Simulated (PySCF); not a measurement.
Si²⁺ (silicon, charge +2) across methods

[Ne] 3s2, closed-shell 1S. All numbers are calculated (PySCF 2.14, no relativity, point nucleus, in def2-TZVPPD).

```json
{"method": "M06-L", "E (hartree)": "-288.4644", "mean ε 2s (eV)": "-165.07", "mean ε 2p (eV)": "-119.13", "mean ε 3s (eV)": "-28.527", "Σ⟨r²⟩ (bohr²)": "11.59", "⟨S²⟩": "0.000"}
{"method": "PBE0", "E (hartree)": "-288.3434", "mean ε 2s (eV)": "-167.75", "mean ε 2p (eV)": "-122.37", "mean ε 3s (eV)": "-29.647", "Σ⟨r²⟩ (bohr²)": "11.79", "⟨S²⟩": "0.000"}
{"method": "LDA", "E (hartree)": "-287.3033", "mean ε 2s (eV)": "-159.45", "mean ε 2p (eV)": "-117.07", "mean ε 3s (eV)": "-28.623", "Σ⟨r²⟩ (bohr²)": "11.74", "⟨S²⟩": "0.000"}
{"method": "r2SCAN", "E (hartree)": "-288.4281", "mean ε 2s (eV)": "-164.18", "mean ε 2p (eV)": "-119.08", "mean ε 3s (eV)": "-28.655", "Σ⟨r²⟩ (bohr²)": "11.83", "⟨S²⟩": "0.000"}
{"method": "M06", "E (hartree)": "-288.4668", "mean ε 2s (eV)": "-168.59", "mean ε 2p (eV)": "-122.91", "mean ε 3s (eV)": "-29.682", "Σ⟨r²⟩ (bohr²)": "11.58", "⟨S²⟩": "0.000"}
{"method": "M06-2X", "E (hartree)": "-288.4626", "mean ε 2s (eV)": "-173.68", "mean ε 2p (eV)": "-127.50", "mean ε 3s (eV)": "-30.978", "Σ⟨r²⟩ (bohr²)": "11.76", "⟨S²⟩": "0.000"}
{"method": "PBE", "E (hartree)": "-288.3184", "mean ε 2s (eV)": "-160.22", "mean ε 2p (eV)": "-117.02", "mean ε 3s (eV)": "-28.500", "Σ⟨r²⟩ (bohr²)": "11.77", "⟨S²⟩": "0.000"}
{"method": "UHF", "E (hartree)": "-287.98808", "mean ε 2s (eV)": "-189.07", "mean ε 2p (eV)": "-137.22", "mean ε 3s (eV)": "-32.164", "Σ⟨r²⟩ (bohr²)": "11.96", "⟨S²⟩": "0.000"}
```

(1) Estimate the same row for B3LYP.

Answers

(1) E (hartree) = -288.4906; mean ε 2s (eV) = -166.22; mean ε 2p (eV) = -121.54; mean ε 3s (eV) = -29.525; Σ⟨r²⟩ (bohr²) = 11.77; ⟨S²⟩ = 0.000.
